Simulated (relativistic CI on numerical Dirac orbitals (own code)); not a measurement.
**Spin-allowed bands of a d2 ion in an octahedral site, by hand**

Problem. Take Δ = 15900 cm⁻¹ and B = 650 cm⁻¹ for a d2 ion in an octahedral site. Calculate the three spin-allowed bands.

Working.
1. The terms of highest spin are 3F (energy 0) and 3P (15B = 9750 cm⁻¹). Here the F term splits into A2 at +1.2Δ = 19080, T2 at +0.2Δ = 3180 and T1 at −0.6Δ = -9540 cm⁻¹.
2. The two T1 states mix through the element 0.4Δ: H = [[-9540, 6360], [6360, 9750]], with roots ½(H₁₁ + H₂₂) ∓ ½√[(H₂₂ − H₁₁)² + 4H₁₂²] = ½(210) ∓ ½(23106) = -11448 and 11658 cm⁻¹.
3. The ground term is 3T1 at -11448 cm⁻¹.
4. Bands: 3T2 14628 cm⁻¹ (684 nm), 3T1(P) 23106 cm⁻¹ (433 nm), 3A2 30528 cm⁻¹ (328 nm).

Check. Exact diagonalisation of the whole d2 shell with these parameters gives 3T2 14628, 3T1 23106, 3A2 30528 cm⁻¹. The match is exact, since without spin-orbit coupling no other term has this spin. The ratio of the second band to the first, 1.580, depends on Δ/B = 24.5 alone, which is how a Tanabe-Sugano diagram is read.
